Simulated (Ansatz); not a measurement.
Gas-phase electronic energies from Ansatz, PBE0-D4/def2-TZVP geometries. CBS: MP2 limit from def2 TZ/QZ plus the TZ coupled-cluster correction, frozen cores. Functionals use def2-TZVPP. def2 core potentials past Kr. For Sn outer-core shells are correlated without core-valence functions, which leaves a few kJ/mol of doubt a bond. Each species was taken in one conformer, which may not be the lowest.

Consider the redistribution: `N[SiH]([SiH3])BF` + `Cl[SiH2][SnH3]` → `FB[SiH2]Cl` + `N[SiH]([SiH3])[SnH3]`.

| level | ΔE (kJ/mol) |
| --- | --- |
| ωB97X-V | 0.8 |
| r2SCAN | 1.7 |

(1) What does CCSD(T)/CBS give? (Estimate.)

Largest T1 diagnostic among the species: 0.014.

Results:

(1) The calculation gave: -1.1 kJ/mol. The listed levels differ from it by 1.9, 2.8 kJ/mol.
